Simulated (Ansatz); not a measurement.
Reaction (formal loss of a carbene): `CNCS[SiH3]` → `[CH2]` (triplet) + `NCS[SiH3]`

Isolated molecules relaxed with PBE0-D4/def2-TZVP in Ansatz; ΔE leaves out vibrations. CCSD(T)/CBS is the MP2 limit (def2-TZVPP, def2-QZVPP) plus CCSD(T) − MP2 in def2-TZVPP, frozen cores. This one scheme is used for every species. Functionals use def2-TZVPP. Triplets are unrestricted, without spin–orbit coupling. Each species was taken in one conformer, which may not be the lowest.

`CNCS[SiH3]`:

```xyz
14

C     1.120    0.235   -2.089
N     1.054    1.011   -0.869
C     0.015    0.663    0.025
S     0.168   -1.084    0.711
Si   -1.410   -1.019    2.121
H     0.181    0.347   -2.637
H     1.288   -0.838   -1.924
H     1.922    0.621   -2.719
H     1.948    1.038   -0.398
H     0.012    1.340    0.879
H    -0.948    0.719   -0.487
H    -2.728   -0.813    1.460
H    -1.213    0.095    3.090
H    -1.409   -2.317    2.837
```

`[CH2]` (triplet):

Z-matrix (Å, degrees):
```
C
H 1 1.079
H 1 1.079 2 134.9
```

`NCS[SiH3]`:

Z-matrix (Å, degrees):
```
C
S 1 1.833
N 1 1.438 2 108.0
H 1 1.099 2 107.9 3 -125.3
H 1 1.091 2 108.3 3 117.8
Si 2 2.124 1 99.2 3 152.9
H 3 1.012 1 111.1 2 166.9
H 3 1.012 1 111.4 2 -71.6
H 6 1.483 2 106.2 1 -176.4
H 6 1.489 2 110.7 1 -56.6
H 6 1.488 2 112.4 1 63.9
```

| level | ΔE (eV) |
| --- | --- |
| PBE | 4.40 |
| SCS-MP2/def2-QZVPP | 4.46 |

(1) What does CCSD(T)/CBS give? (An estimate is asked.)

Largest T1 diagnostic among the species: 0.011.

Answers

(1) Ansatz gave: +4.35 eV. The listed levels differ from it by 0.05, 0.11 eV.

In def2-TZVPP, CCSD(T) changes the Hartree–Fock value by +1.43 eV (the triples alone add +0.13 eV) and MP2 by +1.55 eV. From PBE to PBE0 (25 % exact exchange), in def2-TZVPP and without D4, ΔE moves by −0.11 eV.
